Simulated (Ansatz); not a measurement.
C2H6FNSi, SMILES `N/C=C(\F)[SiH3]`. The species carries charge 0 and has multiplicity 1.

```json
{"atom": "N1", "x (Å)": "-1.606", "y (Å)": "-0.874", "z (Å)": "-1.264"}
{"atom": "C2", "x (Å)": "-0.917", "y (Å)": "-0.291", "z (Å)": "-0.234"}
{"atom": "C3", "x (Å)": "0.398", "y (Å)": "-0.041", "z (Å)": "-0.227"}
{"atom": "F4", "x (Å)": "1.084", "y (Å)": "-0.338", "z (Å)": "-1.376"}
{"atom": "Si5", "x (Å)": "1.373", "y (Å)": "0.653", "z (Å)": "1.183"}
{"atom": "H6", "x (Å)": "-1.131", "y (Å)": "-0.903", "z (Å)": "-2.152"}
{"atom": "H7", "x (Å)": "-2.589", "y (Å)": "-0.679", "z (Å)": "-1.325"}
{"atom": "H8", "x (Å)": "-1.486", "y (Å)": "-0.066", "z (Å)": "0.660"}
{"atom": "H9", "x (Å)": "0.406", "y (Å)": "0.904", "z (Å)": "2.284"}
{"atom": "H10", "x (Å)": "2.425", "y (Å)": "-0.291", "z (Å)": "1.646"}
{"atom": "H11", "x (Å)": "2.044", "y (Å)": "1.926", "z (Å)": "0.804"}
```

(1) What are the harmonic wavenumbers in cm⁻¹ at PBE0-D4/def2-TZVP (Ansatz, finite differences of forces, unscaled)? (An estimate is asked.)

(2) Is this a minimum?

(3) Give the ideal-gas thermochemistry at 298.15 K and 1 bar (rigid rotor, harmonic oscillator; point group C1, symmetry number 1).

## Answers

(1) The calculation gave: 137, 180, 187, 265, 364, 447, 491, 588, 650, 676, 774, 897, 920, 921, 963, 1086, 1181, 1265, 1336, 1641, 1736, 2217, 2221, 2231, 3218, 3607, 3720.

(2) Yes, all 27 modes are real.

(3) Zero-point energy 202.9 kJ/mol; H(298) − E = 223.1 kJ/mol; entropy 334.1 J/(mol·K), of which translation 165.1, rotation 111.5, vibration 57.5; G(298) − E = 123.5 kJ/mol.
